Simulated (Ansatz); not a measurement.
A structure relaxed at PBE0-D4/def2-TZVP in Ansatz, charge 0, singlet:

```xyz
5

Ge   -0.029    0.056   -0.059
H    -0.545    1.040   -1.091
F     1.435    0.569    0.653
F     0.272   -1.486   -0.725
F    -1.133   -0.179    1.222
```

Problem. Give its formula, name or SMILES and point group.

Solution. GeHF3. Point group C3v (tolerance 0.1 Å).

Problem. Summarise the bond lengths by kind (pairs closer than 1.2 times the sum of covalent radii, bridged metal pairs left out).

Solution. 3 × F–Ge 1.71 Å; 1 × Ge–H 1.52 Å.
